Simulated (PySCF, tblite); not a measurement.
C8H11ClSi.
Atom-mapped SMILES: `[CH3:1]/[C:2]1=[CH:3]/[C:4]([Cl:5])=[CH:6]\[CH:7]=[CH:8]/[SiH2:9][CH2:10]1` (hydrogens: H11, H12, H13 on C1; H14 on C3; H15 on C6; H16 on C7; H17 on C8; H18, H19 on Si9; H20, H21 on C10)

Cartesian coordinates in Å at the GFN2-xTB level; atoms count from 1:
```
atom  x, y, z in Å
C1     2.4828   -0.1341    0.8404
C2     1.2707    0.2089    0.0361
C3     0.6650    1.3923    0.1540
C4    -0.4857    1.8211   -0.6230
Cl5   -0.1222    3.2233   -1.6169
C6    -1.7462    1.3786   -0.6385
C7    -2.3828    0.3712    0.1885
C8    -1.9909   -0.8508    0.5620
Si9   -0.5121   -1.8913    0.0728
C10    0.7729   -0.8543   -0.8751
H11    2.3244   -1.0755    1.3653
H12    3.3425   -0.2654    0.1828
H13    2.7158    0.6417    1.5651
H14    1.0977    2.1606    0.7829
H15   -2.4486    1.9262   -1.2576
H16   -3.3681    0.7026    0.5114
H17   -2.6926   -1.3897    1.1903
H18    0.1131   -2.4317    1.2896
H19   -0.9464   -3.0174   -0.7684
H20    0.3044   -0.4170   -1.7550
H21    1.5975   -1.4826   -1.2071
```

Computed, not measured: PBE0/pcSseg-1 in PySCF (dipole) on a GFN2-xTB geometry, gas phase.

Take the most abundant isotopes and a rigid rotor. The values belong to one conformer with, in the numbering `[CH3:1]/[C:2]1=[CH:3]/[C:4]([Cl:5])=[CH:6]\[CH:7]=[CH:8]/[SiH2:9][CH2:10]1`, C2–C3–C4–Cl5 -117°, C4–C6–C7–C8 -46°, C7–C8–Si9–C10 12°, C8–Si9–C10–C2 63°.

Q: Give the principal moments of inertia and the rotational constants in cm⁻¹.

A: Ia = 373.35, Ib = 664.34, Ic = 924.89 u·Å²; 505379 MHz·u·Å²/I gives 1354, 760.7 and 546.4 MHz, that is A = 0.04515, B = 0.02538, C = 0.01823 cm⁻¹.

Q: What kind of rotor is it?

A: An asymmetric top; Ray's κ = -0.469.

Q: What does the inertial defect say?

A: Not planar: Δ = Ic − Ia − Ib = -112.79 u·Å². For a rigid frame Δ = −2 Σ m c², so Σ m c² = 56.40 u·Å² lies off the ab plane: 16.04 from hydrogen and 40.36 from heavier atoms. The atom farthest from that plane is 1.69 Å away.

Q: Give the other two planar moments, Paa and Pbb, and the rms extents of the mass along the axes.

A: Paa = Σ m a² = (Ib + Ic − Ia)/2 = 607.94 and Pbb = Σ m b² = (Ia + Ic − Ib)/2 = 316.95 u·Å². With the mass M = 170.03 u, the rms extents √(P/M) along a, b and c are 1.89, 1.37, 0.58 Å.

Q: List the rotational levels J(Ka,Kc) to J = 4 (MHz).

A: Above 0(0,0):
J = 1: 1(0,1) 1307, 1(1,1) 1900, 1(1,0) 2114
J = 2: 2(0,2) 3873, 2(1,2) 4300, 2(1,1) 4943, 2(2,1) 6722, 2(2,0) 6770
J = 3: 3(0,3) 7615, 3(1,3) 7873, 3(1,2) 9151, 3(2,2) 10643, 3(2,1) 10871, 3(3,1) 14171, 3(3,0) 14178
J = 4: 4(0,4) 12461, 4(1,4) 12593, 4(1,3) 14689, 4(2,3) 15834, 4(2,2) 16444, 4(3,2) 19479, 4(3,1) 19526, 4(4,1) 24311, 4(4,0) 24311

Q: Which types of transition are allowed, and where do some lines up to J = 5 fall?

A: The dipole components are |μa| = 1.62 D, |μb| = 0.22 D, |μc| = 0.26 D. The squared components, which scale the intensities, stand as 1.00 : 0.02 : 0.03 (a : b : c). Some lines, for components of 0.1 D or more:

```json
{"type": "c", "branch": "Q", "J(Ka,Kc)": "1(1,1) ← 1(0,1)", "MHz": "593", "lower level (cm⁻¹)": "0.044"}
{"type": "c", "branch": "Q", "J(Ka,Kc)": "4(2,3) ← 4(1,3)", "MHz": "1145", "lower level (cm⁻¹)": "0.490"}
{"type": "a", "branch": "Q", "J(Ka,Kc)": "5(2,3) ← 5(2,4)", "MHz": "1220", "lower level (cm⁻¹)": "0.743"}
{"type": "c", "branch": "Q", "J(Ka,Kc)": "2(2,1) ← 2(1,1)", "MHz": "1779", "lower level (cm⁻¹)": "0.165"}
{"type": "b", "branch": "Q", "J(Ka,Kc)": "5(2,3) ← 5(1,4)", "MHz": "2007", "lower level (cm⁻¹)": "0.716"}
{"type": "b", "branch": "Q", "J(Ka,Kc)": "2(2,1) ← 2(1,2)", "MHz": "2422", "lower level (cm⁻¹)": "0.143"}
{"type": "a", "branch": "R", "J(Ka,Kc)": "3(0,3) ← 2(0,2)", "MHz": "3742", "lower level (cm⁻¹)": "0.129"}
{"type": "a", "branch": "R", "J(Ka,Kc)": "3(1,2) ← 2(1,1)", "MHz": "4208", "lower level (cm⁻¹)": "0.165"}
{"type": "b", "branch": "R", "J(Ka,Kc)": "2(2,1) ← 1(1,0)", "MHz": "4607", "lower level (cm⁻¹)": "0.071"}
{"type": "b", "branch": "R", "J(Ka,Kc)": "4(1,4) ← 3(0,3)", "MHz": "4978", "lower level (cm⁻¹)": "0.254"}
{"type": "a", "branch": "R", "J(Ka,Kc)": "4(3,2) ← 3(3,1)", "MHz": "5308", "lower level (cm⁻¹)": "0.473"}
{"type": "c", "branch": "R", "J(Ka,Kc)": "3(2,1) ← 2(1,1)", "MHz": "5928", "lower level (cm⁻¹)": "0.165"}
{"type": "c", "branch": "Q", "J(Ka,Kc)": "5(5,1) ← 5(4,1)", "MHz": "6194", "lower level (cm⁻¹)": "1.033"}
{"type": "b", "branch": "Q", "J(Ka,Kc)": "5(5,0) ← 5(4,1)", "MHz": "6194", "lower level (cm⁻¹)": "1.033"}
{"type": "a", "branch": "R", "J(Ka,Kc)": "5(3,3) ← 4(3,2)", "MHz": "6642", "lower level (cm⁻¹)": "0.650"}
{"type": "a", "branch": "R", "J(Ka,Kc)": "5(1,4) ← 4(1,3)", "MHz": "6787", "lower level (cm⁻¹)": "0.490"}
{"type": "b", "branch": "R", "J(Ka,Kc)": "4(2,2) ← 3(1,3)", "MHz": "8571", "lower level (cm⁻¹)": "0.263"}
{"type": "c", "branch": "R", "J(Ka,Kc)": "4(3,1) ← 3(2,1)", "MHz": "8656", "lower level (cm⁻¹)": "0.363"}
{"type": "b", "branch": "R", "J(Ka,Kc)": "4(3,1) ← 3(2,2)", "MHz": "8883", "lower level (cm⁻¹)": "0.355"}
{"type": "b", "branch": "R", "J(Ka,Kc)": "4(4,1) ← 3(3,0)", "MHz": "10133", "lower level (cm⁻¹)": "0.473"}
{"type": "c", "branch": "R", "J(Ka,Kc)": "5(4,1) ← 4(3,1)", "MHz": "11434", "lower level (cm⁻¹)": "0.651"}
{"type": "c", "branch": "R", "J(Ka,Kc)": "5(4,2) ← 4(3,2)", "MHz": "11475", "lower level (cm⁻¹)": "0.650"}
{"type": "b", "branch": "R", "J(Ka,Kc)": "5(4,1) ← 4(3,2)", "MHz": "11482", "lower level (cm⁻¹)": "0.650"}
{"type": "c", "branch": "R", "J(Ka,Kc)": "5(5,0) ← 4(4,0)", "MHz": "12844", "lower level (cm⁻¹)": "0.811"}
```

Q: Estimate the classical rotational partition function at 10 K, 50 K and 298.15 K.

A: Point group C1, symmetry number σ = 1; q = (√π/σ)·√((kT/h)³/(ABC)), k/h = 20836.6 MHz/K: 7110 at 10 K, 79500 at 50 K, 1160000 at 298.15 K.

Its GFN2-xTB frequencies are all real (lowest 34 cm⁻¹). No vibrational averaging or centrifugal distortion is included, and the geometry carries the error of its method. A rigid rotor knows nothing of internal rotation, which can split or shift real lines. Quadrupole hyperfine structure (35Cl) is left out.
